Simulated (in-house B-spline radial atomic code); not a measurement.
RPA and G0W0 for neutral rubidium, [Kr] 5s1, highest spin, as one setting changes: the highest l of the empty states. Start: Hartree-Fock. A dash marks a level of low quasi-particle weight. Computed with an all-electron radial atomic-structure program (B-spline basis): all electrons, scalar-relativistic (spin-free one-electron X2C), finite nucleus, each spin shell either full or empty, empty states to the listed l with an (l + 1/2)⁻⁴ tail; G0W0 by contour deformation at full frequency.

RPA overbinds a lone outer s electron by self-correlation, and G0W0 tends to as well.

| highest l of the empty states | RPA summed (Eh) | RPA extrapolated (Eh) | G0W0 level (eV) |
| --- | --- | --- | --- |
| 4 | -2.1431 | -2.4593 | 5s up -4.354 |
| 5 | -2.2823 | -2.4762 | 5s up -4.355 |
| 6 | -2.3507 | -2.4683 | 5s up -4.355 |
| 7 | ? | ? | ? |
| 8 | ? | ? | ? |
| 9 | -2.4193 | -2.4519 | 5s up -4.355 |
| 10 | -2.4269 | -2.45 | 5s up -4.355 |
| 11 | -2.432 | -2.4488 | 5s up -4.355 |

Question: What belongs in the row for 8?

Answer: RPA summed (Eh): -2.4073; RPA extrapolated (Eh): -2.4552; G0W0 level (eV): 5s up -4.355.

Question: What belongs in the row for 7?

Answer: RPA summed (Eh): -2.3871; RPA extrapolated (Eh): -2.4615; G0W0 level (eV): 5s up -4.355.
